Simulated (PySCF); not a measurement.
VNCl2, singlet: molecular constants

All numbers come from PySCF, PBE, basis V def2-TZVP, N def2-TZVP, Cl def2-TZVP (no relativity, density fitting).

The structure is a minimum.

```xyz
4
charge 0 multiplicity 1, angstrom
V     0.0102   -0.4272    0.0000
N     1.3276   -1.2205    0.0000
Cl   -0.2700    0.5603   -1.9236
Cl   -0.2700    0.5603    1.9236
```

```json
{
 "Point group": "Cs",
 "Bond lengths": "V–Cl 2.180 Å (×2), V–N 1.538 Å",
 "Bond angles": "Cl–V–Cl 123.8°, Cl–V–N 110.1° (×2)",
 "Zero-point energy": "15.3 kJ/mol",
 "Enthalpy at 298.15 K above 0 K": "16.26 kJ/mol",
 "Dipole moment": "2.61 D",
 "Principal polarisabilities": "37.4, 63.0, 85.7 bohr³",
 "Rotational constants": "0.2058, 0.06375, 0.05032 cm⁻¹",
 "Entropy at 298.15 K and 1 bar": "325.1 J/(mol K)",
 "Heat capacity Cp at 298.15 K": "69.0 J/(mol K)",
 "Lowest empty level": "-5.41 eV",
 "Rotational symmetry number": "1",
 "Atomisation energy without zero-point energy": "1477 kJ/mol",
 "Principal quadrupole moments (Buckingham, traceless) about the centre of mass": "-5.44, -3.82, 9.26 D Å",
 "Highest occupied level": "-7.24 eV"
}
```

Harmonic modes (masses in u: V 50.944, N 14.003, Cl 34.969):
```csv
symmetry,ω (cm⁻¹),IR (km/mol),type
a',75,19.0,bend
a',171,18.0,bend
a'',262,1.1,bend
a',397,21.9,stretch
a'',502,116,mixed
a',1143,89.8,stretch
```

Charges (e):
| atom | Mulliken | Löwdin | polar tensor | Mayer order to V1 |
| --- | --- | --- | --- | --- |
| V1 | 0.94 | -0.20 | 1.47 | – |
| N2 | -0.34 | -0.13 | -0.51 | 2.99 |
| Cl3,4 | -0.30 | 0.16 | -0.48 | 1.11 |

Mulliken populations on V1: s 6.15, p 12.31, d 3.59, f 0.02.

Outer orbital energies (eV). occupied: -9.53, -8.96, -8.89, -8.67, -8.49, -8.20, -7.47, -7.24; empty: -5.41, -5.12, -3.17, -2.03.

Formally V is in oxidation state +5, d0. The polar-tensor charge on V, 1.47, is far below the formal one.

This need not be the most stable arrangement of these atoms.

The final relaxation and frequency run took 2.7 min on 4 threads of a shared Intel Xeon @ 2.50GHz (Skylake/Cascade Lake) host, with 150 basis functions and 18 gradients; the process peaked at 1.3 GiB.
